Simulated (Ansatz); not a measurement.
Ansatz (a program for electronic structure) input for CrF₄, SMILES [Cr]([F])([F])([F])[F] (connectivity only; charge and spin as stated), neutral, multiplicity 3, PBE-D3(BJ)/def2-SVP. 

Ansatz 0.2 input:
```yaml
crystal:
  periodic: [false, false, false]
  atoms:
    - {symbol: Cr, position_ang: [-0.00000000, -0.00000000, 0.00000000]}
    - {symbol: F, position_ang: [0.97779283, 0.97779283, 0.97779283]}
    - {symbol: F, position_ang: [-0.97779283, 0.97779283, -0.97779283]}
    - {symbol: F, position_ang: [-0.97779283, -0.97779283, 0.97779283]}
    - {symbol: F, position_ang: [0.97779283, -0.97779283, -0.97779283]}
basis:
  gaussian:
    orbitals: def2-SVP
hamiltonian:
  xc: pbe
  dispersion: d3bj
magnetization: {spin_polarized: true, initial_magnetization: 2}
relax: {f_tol: 0.002, max_steps: 200}
```

Program output:

```
WARN ansatz: RAYON_NUM_THREADS=1 ignored (pool sized by the plan → 1); use --threads N
Functional definition: PBE
integrals: 0.04 GiB planned
989 factors; their error is unknown
mean field: 0.28 GiB planned
mean field evaluation 1: about -39261.4386 eV, gradient 3.5e1 eV
mean field evaluation 2: about -39185.0793 eV, gradient 1.7e2 eV
mean field evaluation 4: about -39264.2256 eV, gradient 1.4e1 eV
mean field evaluation 8: about -39264.8567 eV, gradient 2.9e-2 eV
mean field evaluation 16: about -39264.8099 eV, gradient 2.9e-5 eV
mean field -39264.80991427 eV, -1442.9551497052 hartree, gradient 2.8e-5 eV, S^2 2.009428; 0 other end points of the search recorded, 0 dependent functions left out
the calculation of the forces begins
reference -39264.81000757 eV, -1442.9551531341 hartree; 31, 29 occupied and 56, 58 virtual orbitals, 989 factors
relax step   1: F+E_penalty+E_count = -39264.87866985 eV  Δ(F+E_penalty+E_count) = +0.000e0 eV  max|allowed force component| = 2.452e-1 eV/Å  Δτ_max = 0.0000 Å  (41 SCF iters, accepted)
these checks for a lower state are left out or cut short: starts, cluster_reference, orbital_swaps, neighbouring_geometries, increment
integrals: 0.04 GiB planned
989 factors; their error is unknown
mean field: 0.28 GiB planned
mean field evaluation 32: about -39264.8181 eV, gradient 3.5e-2 eV
mean field -39264.81809920 eV, -1442.9554504961 hartree, gradient 3.4e-5 eV, S^2 2.009828; 0 other end points of the search recorded, 0 dependent functions left out
the calculation of the forces begins
reference -39264.81819224 eV, -1442.9554539150 hartree; 31, 29 occupied and 56, 58 virtual orbitals, 989 factors
relax step   2: F+E_penalty+E_count = -39264.88672125 eV  Δ(F+E_penalty+E_count) = -8.051e-3 eV  max|allowed force component| = 1.067e-1 eV/Å  Δτ_max = 0.0066 Å  (31 SCF iters, accepted)
these checks for a lower state are left out or cut short: starts, cluster_reference, orbital_swaps, neighbouring_geometries, increment
integrals: 0.04 GiB planned
989 factors; their error is unknown
mean field: 0.28 GiB planned
mean field -39264.82015166 eV, -1442.9555259226 hartree, gradient 3.5e-5 eV, S^2 2.010155; 0 other end points of the search recorded, 0 dependent functions left out
the calculation of the forces begins
reference -39264.82024449 eV, -1442.9555293339 hartree; 31, 29 occupied and 56, 58 virtual orbitals, 989 factors
relax step   3: F+E_penalty+E_count = -39264.88866862 eV  Δ(F+E_penalty+E_count) = -1.947e-3 eV  max|allowed force component| = 2.611e-3 eV/Å  Δτ_max = 0.0052 Å  (31 SCF iters, accepted)
these checks for a lower state are left out or cut short: starts, cluster_reference, orbital_swaps, neighbouring_geometries, increment
integrals: 0.04 GiB planned
989 factors; their error is unknown
mean field: 0.28 GiB planned
mean field -39264.82015552 eV, -1442.9555260645 hartree, gradient 1.5e-5 eV, S^2 2.010163; 0 other end points of the search recorded, 0 dependent functions left out
the calculation of the forces begins
reference -39264.82024835 eV, -1442.9555294756 hartree; 31, 29 occupied and 56, 58 virtual orbitals, 989 factors
relax step   4: F+E_penalty+E_count = -39264.88866981 eV  Δ(F+E_penalty+E_count) = -1.191e-6 eV  max|allowed force component| = 1.890e-5 eV/Å  Δτ_max = 0.0001 Å  (20 SCF iters, accepted)
integrals: 0.04 GiB planned
989 factors; their error is unknown
mean field: 0.28 GiB planned
mean field evaluation 64: about -39262.7701 eV, gradient 6.8e0 eV
mean field -39264.82015552 eV, -1442.9555260645 hartree, gradient 1.5e-5 eV, S^2 2.010163; 1 other end points of the search recorded, 0 dependent functions left out
the calculation of the forces begins
reference -39264.82024835 eV, -1442.9555294756 hartree; 31, 29 occupied and 56, 58 virtual orbitals, 989 factors
Total energy: -39264.88876264 eV, -1442.9580473294 hartree
Atom 0 at     0.000000    -0.000000    -0.000000 Å, force     0.000000     0.000000    -0.000000 eV/Å
Atom 1 at     0.984675     0.984675     0.984675 Å, force     0.000019     0.000019     0.000019 eV/Å
Atom 2 at    -0.984675     0.984675    -0.984675 Å, force    -0.000019     0.000019    -0.000019 eV/Å
Atom 3 at    -0.984675    -0.984675     0.984675 Å, force    -0.000019    -0.000019     0.000019 eV/Å
Atom 4 at     0.984675    -0.984675    -0.984675 Å, force     0.000019    -0.000019    -0.000019 eV/Å
Dipole moment:     0.000000     0.000000    -0.000000 e Å
```

The run converged.
